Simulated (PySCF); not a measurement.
## (BeO)4 ring: computed shieldings and shifts

(BeO)4 ring, Be4O4, point group D4h.

Bonds: Be1-O2 1.446 Å, Be1-O8 1.446 Å, O2-Be3 1.446 Å, Be3-O4 1.446 Å, O4-Be5 1.446 Å, Be5-O6 1.446 Å, O6-Be7 1.446 Å, Be7-O8 1.446 Å.

GIAO calculations in PySCF on the PBE0-D3(BJ)/def2-SVP structure: isolated species, non-relativistic, equivalent atoms averaged; basis pcSseg-1.

Q: Give the isotropic shieldings (ppm) with B3LYP, PBE0.

A: 
```tsv
atoms	environment	B3LYP	PBE0
O2/O4/O6/O8	oxygen bonded to 2 Be	269.4	272.6
Be1/Be3/Be5/Be7	Be bonded to 2 O	101	103
HOMO–LUMO gap (eV)	–	7.00	7.58
```

Q: And the chemical shifts, against references computed in the same way?

A: 
```tsv
atoms	nucleus, reference	B3LYP	PBE0
O2/O4/O6/O8	$^{17}$O, H2O	64.6	61.9
```

Q: Which part of the shielding of O2/O4/O6/O8 depends on the functional?

A: Diamagnetic: B3LYP 404, PBE0 404 ppm; paramagnetic: B3LYP -135, PBE0 -131 ppm. The diamagnetic part, set mainly by inner electrons, hardly moves; the paramagnetic part goes with low-lying magnetically allowed excitations and carries the spread.

Experimental scales use liquid or dissolved standards, which lie at an offset from isolated H2O (liquid H2O: subtract about 36 ppm).
